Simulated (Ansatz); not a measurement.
Wavefunction ladder for `NB([SiH3])CF`

Z-matrix (Å, degrees):
```
Si
B 1 2.024
H 1 1.491 2 111.6
H 1 1.491 2 111.6 3 -119.7
H 1 1.492 2 111.1 3 120.2
C 2 1.577 1 121.5 3 59.9
N 2 1.384 1 120.8 3 -120.1
F 6 1.399 2 112.3 1 180.0
H 6 1.097 2 111.4 1 59.4
H 6 1.097 2 111.4 1 -59.5
H 7 1.005 2 124.4 1 0.0
H 7 1.009 2 121.1 1 180.0
```

Total charge 0; spin multiplicity 1. The geometry is a stationary point of PBE0-D4/def2-TZVP. It is one conformer, not always the lowest. Frozen core, restricted reference, Ansatz 0.2.0. CBS rows extrapolate triple and quadruple zeta; past MP2 they add the triple-zeta difference.

```json
{"basis": "def2-TZVPP", "HF (Eh)": "-509.58368", "MP2 corr.": "-0.86017", "CCSD corr.": "-0.90970", "(T)": "-0.03246", "CCSD(T) total": "-510.52584"}
{"basis": "def2-QZVPP", "HF (Eh)": "-509.60261", "MP2 corr.": "-0.92651", "CCSD corr.": "–", "(T)": "–", "CCSD(T) total": "–"}
{"basis": "CBS(def2)", "HF (Eh)": "-509.60522", "MP2 corr.": "-0.97564", "CCSD corr.": "-1.02518", "(T)": "as TZ", "CCSD(T) total": "-510.66286"}
```
